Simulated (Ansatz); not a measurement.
System: Li2O, singlet: symmetric bend, bond length relaxed. Scanned: Li-O-Li angle. Other coordinates (O-Li bond length) were minimised at B3LYP/def2-TZVP.

Method: CCSD(T) on RHF/aug-cc-pVQZ, frozen core in Ansatz (a first-principles code).

Scanned values (°): 180, 167, 157, 147, 137, 127, 117, 107, 97, 87, 80.

Locate the minima and the barriers on this grid.

Lower than their neighbours: 180° (0.0 kcal/mol, end of the scan). Higher than their neighbours: 80° (24.7 kcal/mol, end of the scan). The whole profile spans 24.7 kcal/mol.
